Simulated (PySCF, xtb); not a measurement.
Si(F)(Me)(OH)(NH2) (CH6FNOSi), SMILES C[Si](N)(O)F.

GFN2-xTB in xtb at its own geometry gives an orbital gap of 7.69 eV and a dipole moment of 0.68 D.

Coordinates come from a ωB97X-D3(BJ)/def2-SVP optimisation. This is a generated structure with no PubChem entry under its InChIKey; it may be hypothetical. Other conformers were not sampled.

Q: What does PBE/def2-TZVP (PySCF) give? (The exact figures need the calculation; the answer reports its results.)

A: gap 6.15 eV (levels -6.30 and -0.14 eV), dipole 0.88 D.
